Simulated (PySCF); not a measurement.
Species: C₆H₁₂BP.
Bonds: B1–P2, P2–C3, C3–C4, C4–C5 (triple), P2–C6, C6–C7, C7–C8, P2–C8. Hydrogens: H9, H10, H11 on B1; H12, H13 on C3; H14 on C5; H15, H16 on C6; H17, H18 on C7; H19, H20 on C8.

NICS = −σ at a ghost point: NICS(0) at the centroid of the ring atoms, NICS(1) 1 Å to either side along the normal of their mean plane, zz for the tensor component along that normal. Level: GIAO KT3/pcSseg-1 (PySCF, non-relativistic, gas phase) on the PBE0-D3(BJ)/def2-SVP geometry, one conformer.

Ring bond lengths (Å): P2–C6 1.845, C6–C7 1.548, C7–C8 1.548, C8–P2 1.845.

**Question.** What do the NICS probes read (ppm)?

**Answer.** 
```json
{"ring": "P2–C6–C7–C8", "type": "4-membered ring with P; formal bonds all single", "NICS(0)": "0.7", "NICS(1), two faces": "0.0 / 0.1", "NICS(1)zz, two faces": "4.9 / 3.0", "rms pucker (Å)": "0.06", "centre to ring atoms, mean (Å)": "1.20"}
```

**Question.** What do they say, and how far can they be read as aromaticity?

**Answer.** 
- P2–C6–C7–C8: mean NICS(1)zz 3.9 ppm, deshielded. P2, C6, C7, C8 have four or more neighbours, so the value isn't read as a sign of a π ring current.

**Question.** List the ring angles.

**Answer.** 
- P2–C6–C7–C8: P2 79.2°, C6 90.2°, C7 98.9°, C8 90.2°; sum 358.6° against 360° for a flat convex ring.

**Question.** What are the shieldings of the ring atoms and their hydrogens in the same run (means over atoms taken as equivalent)?

**Answer.** 
```
   atoms                     environment  σ isotropic (ppm)  principal values of the symmetric part, first atom (ppm)
      P2  phosphorus bonded to B and 3 C              277.2                                       190.8, 310.7, 330.0
 C6 (×2)  sp3 carbon bound to phosphorus              157.3                                       140.3, 153.6, 178.1
      C7       four-membered-ring carbon              157.5                                       139.3, 162.4, 171.0
H15 (×2)              methylene hydrogen              28.98                                          26.1, 27.0, 33.9
H16 (×2)              methylene hydrogen              29.04                                          25.4, 27.7, 34.0
     H17              methylene hydrogen              28.47                                          25.5, 27.3, 32.6
     H18              methylene hydrogen              28.91                                          24.9, 26.0, 35.8
```

**Question.** How do the values depend on the level or the medium?

**Answer.** 
```
                            level  NICS(0), P2–C6–C7–C8  mean NICS(1)zz, P2–C6–C7–C8
                KT3/pcSseg-1, gas                   0.7                          3.9
               PBE0/pcSseg-1, gas                   0.3                          3.6
   PBE0/pcSseg-1, IEF-PCM acetone                   0.3                          3.7
PBE0/pcSseg-1, IEF-PCM chloroform                   0.3                          3.7
```

The geometry is the same throughout; the continuum's cavity takes Bondi-type radii × 1.2.

Hardware: one thread, Arm Neoverse V2 (aarch64), on a shared host. Cost: 47 s of wall time, 0.85 GiB resident at most. This is the whole shielding run at KT3/pcSseg-1, SCF included.

Shape of the structure used: `[BH3-:1][P+:2]1([CH2:3][C:4]#[CH:5])[CH2:6][CH2:7][CH2:8]1`: B1–P2–C3–C4 179°.
